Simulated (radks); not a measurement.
Results of a calculation; reference values are marked as such.
Q: These are the eigenvalues of the occupied orbitals of an atom or ion with whole-number occupations (eV). Code: a radial shooting solver on a logarithmic mesh with Libxc functionals. Model: Dirac Kohn-Sham, XLYP, spin-unpolarised, spherical densities, point nucleus.

1s1/2: -45020.36
2s1/2: -7342.000
2p1/2: -6954.137
2p3/2: -6393.640
3s1/2: -1625.437
3p1/2: -1459.231
3p3/2: -1346.565
3d3/2: -1057.758
3d5/2: -1033.347
4s1/2: -347.7358
4p1/2: -284.4729
4p3/2: -259.7412
4d3/2: -155.6537
4d5/2: -151.2379
5s1/2: -68.9742
5p1/2: -51.3533
5p3/2: -47.6989
4f5/2: -31.6447

Which element is it, and in what charge state? The configuration may be excited. Open shells, if any, fill j = l - 1/2 first.

A: Z = 61, promethium, charge +3: Pm3+ in [Xe] 4f4. The list shows which subshells hold electrons but not how many an open one holds; the 1s level, -1654.5 hartree, gives Z - s = 57.5 by -(Z - s)^2/2, which with screening and relativity narrows Z to a few neighbours, and the depths of the outer levels then fix element, charge and occupations together.
